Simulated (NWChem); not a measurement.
Species: C₄H₅Cl; SMILES C=CC(=C)Cl

```xyz
10

C      0.7219    -1.9886     0.0000
C     -0.4188    -1.2893     0.0000
C     -0.5620     0.1654     0.0000
C     -1.7397     0.8022     0.0000
Cl     0.9250     1.1220     0.0000
H      1.6940    -1.5065     0.0000
H      0.7060    -3.0738     0.0000
H     -1.3723    -1.8160     0.0000
H     -2.6614     0.2275     0.0000
H     -1.8160     1.8829     0.0000
```
Atoms are numbered in this order, from 1.

Computed with NWChem. Geometry optimised at B3LYP/6-31G*; all other runs use it. Pople sets run with spherical d functions.

```csv
quantity,level,value
"vertical ionisation energy, ΔSCF (eV)",PBE/def2-SVP,(withheld)
dipole in solution (D) in water,"B3LYP/6-31G*, SMD",2.28
"vertical, lowest state with f > 0.02, singlet (eV)","B3LYP/def2-SVPD, TDA",5.79
"isotropic polarisability (bohr³), static",B3LYP/def2-SVPD,(withheld)
dipole (D),B3LYP/6-31G*,(withheld)
highest harmonic frequency (cm⁻¹),B3LYP/6-31G*,3279
```

Some entries are withheld; supply them.


- vertical ionisation energy, ΔSCF (eV), value: 8.87
- isotropic polarisability (bohr³), static, value: 67.9
- dipole (D), value: 1.64
